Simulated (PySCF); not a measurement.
Species: C4H3N2Si (doublet state).
Numbering: `[N:1]#[C:2][C:3]1=[C:4][CH:5]=[N:6][SiH2:7]1` (hydrogens: H8 on C5; H9, H10 on Si7)

Geometry (GFN2-xTB, Å), atoms numbered from 1 in this order:
```xyz
10
C4H3N2Si angstrom
N      3.202   -0.896   -0.332
C      2.061   -0.755   -0.264
C      0.704   -0.515   -0.163
C     -0.349   -1.288   -0.342
C     -1.649   -0.703   -0.147
N     -1.703    0.529    0.191
Si    -0.102    1.217    0.330
H     -2.558   -1.275   -0.278
H      0.240    1.515    1.708
H      0.162    2.177   -0.725
```

The calculation used UKS B3LYP, pcH-1 on C H N Si, non-relativistic, mean-field spin-orbit, GIAO in PySCF. Isolated species at its GFN2-xTB geometry, gas phase. A GFN2-xTB geometry isn't a minimum of the functional, and hyperfine couplings can be far from their values at a DFT geometry. No stability test was run, so a lower SCF solution isn't excluded.

(1) Match the computed a_iso(13C) values +355.0, +48.9, +38.2, -12.2 MHz with the sites C2; C3; C4; C5.

(2) Match the computed a_iso(1H) values +7.1, -2.6 MHz (means over equivalent nuclei) with the sites H8; H9/H10.

Answers

(1) 
| site | a_iso (MHz) | ρ(0) (bohr⁻³) | position | distance from C4 (Å) | spin population | largest \|T\| (MHz) |
| --- | --- | --- | --- | --- | --- | --- |
| C2 | +38.2 | +0.0340 | 2 bonds from C4 | 2.47 | +0.03 | 2.5 |
| C3 | -12.2 | -0.0108 | 1 bond from C4 | 1.32 | -0.13 | 22.3 |
| C4 | +355.0 | +0.3159 | largest spin population | 0.00 | +0.94 | 133.3 |
| C5 | +48.9 | +0.0435 | 1 bond from C4 | 1.44 | -0.01 | 14.3 |

(2) 
```json
{"site": "H8", "a_iso (MHz)": "-2.6", "ρ(0) (bohr⁻³)": "-0.0006", "position": "2 bonds from C4", "distance from C4 (Å)": "2.21", "bound to": "C5", "spin population there": "-0.01", "largest |T| (MHz)": "11.1"}
{"site": "H9/H10", "a_iso (MHz)": "+7.1", "ρ(0) (bohr⁻³)": "+0.0016", "position": "3 bonds from C4, on Si7 of spin population +0.12", "distance from C4 (Å)": "3.52", "bound to": "Si7", "spin population there": "+0.12", "largest |T| (MHz)": "3.0"}
```

ρ(0) is the spin density at the nucleus and T the dipolar tensor; a_iso includes a spin–orbit part; entries for several nuclei are means. Largest spin populations (Mulliken): C4 (+0.94), C3 (-0.13), Si7 (+0.12) and N6 (+0.07). No atom but C4 exceeds +0.15.

Examples of negative spin density at the nucleus (bohr⁻³): C3 (-0.0108), N6 (-0.0028) and N1 (-0.0025).

Class means assume fast exchange of nuclei equivalent by connectivity; if that motion is slow, each nucleus keeps its own coupling.
